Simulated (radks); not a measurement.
Values are calculated unless marked as measured or tabulated.
Task: The mean radii <r> (bohr) of the occupied orbitals of an atom or ion are listed with their occupations. Level of theory: scalar-relativistic Kohn-Sham, AM05, spin-polarised, spherical densities, finite nucleus; Fermi nuclear charge, rms radius of each element as measured or else 0.836 A^(1/3) + 0.57 fm (a radial shooting solver on a logarithmic mesh with Libxc functionals).

orbital  occ.      <r>
1s          2  0.02651

Name the element and its charge. Open shells, if any, are filled with parallel spins first.

Result: Z = 54, xenon, charge +52: Xe52+ in [He]. The 1s radius gives Z: for a bare nucleus <r> = (2 gamma + 1)/(2Z) with gamma = sqrt(1 - (Z/c)^2), 0.02628 bohr for Z = 54, and screening makes it slightly larger (0.02651 here). The occupations add up to 2, and the charge is Z minus that.
